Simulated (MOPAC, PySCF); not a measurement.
Stepwise substitution at one centre (Sn OCH3-SiH3). All species are isolated molecules in the gas phase. One relaxed conformer stands for each flexible species; it need not be the lowest. Strings in code marks are SMILES.

Quantity: redistribution energy (mixed species minus the weighted end members), in kJ/mol. Semi-empirical values (MOPAC) are differences of heats of formation.

Level 1: B3LYP/6-311+G** (LANL2DZ on Sn) // PBE0-D4/def2-SVP (PySCF)
Level 2: PBE/6-31G* (LANL2DZ on Sn) // PBE0-D4/def2-SVP (PySCF)
Level 3: frozen-core MP2/6-31G* (LANL2DZ on Sn) // PBE0-D4/def2-SVP (PySCF)
Level 4: AM1 // PBE0-D4/def2-SVP (MOPAC)

| species | level 1 | level 2 | level 3 | level 4 |
|---|---|---|---|---|
| 2 of 4 OCH3 replaced by SiH3: `C[O][Sn]([SiH3])([SiH3])[O]C` (C–O–Sn–Si torsion 45°, Si–Sn–O–C torsion -179°) | 7.58 | 6.61 | 13.48 | 417.0 |
| 3 of 4 OCH3 replaced by SiH3: `[Sn]([SiH3])([SiH3])([O]C)[SiH3]` (C–O–Sn–Si torsion 61°) | 17.14 | 15.33 | 21.63 | 316.1 |
| 1 of 4 OCH3 replaced by SiH3: `C[O][Sn]([SiH3])([O]C)[O]C` | -3.11 | 2.10 | 4.30 | 204.5 |
